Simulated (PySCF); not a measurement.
# Ionisation energy of Tc⁺ by level of theory

Tc⁺ [Kr] 4d5 5s1 (7S) → Tc²⁺ [Kr] 4d5 (6S), as a difference of total energies. All numbers are calculated (PySCF 2.14, a scalar-relativistic core potential, in def2-TZVPPD with the def2 core potential (28 electrons) (6s4p3d2f1g, 56 functions)). Correlated levels: valence: 4s2 4p6 frozen. The calculations carry no spin-orbit coupling.

```
           method  ionisation energy (eV)  difference from reference (eV)
              UHF                  14.288                          -0.972
    MP2 (valence)                  14.840                          -0.420
SCS-MP2 (valence)                  14.472                          -0.788
   CCSD (valence)                  14.860                          -0.400
CCSD(T) (valence)                  14.880                          -0.380
```

Reference: 15.26 eV (semi-empirical (NIST evaluation); NIST Atomic Spectra Database, ionization energies).

Errors of the correlated levels include the incompleteness of this basis and the frozen core.
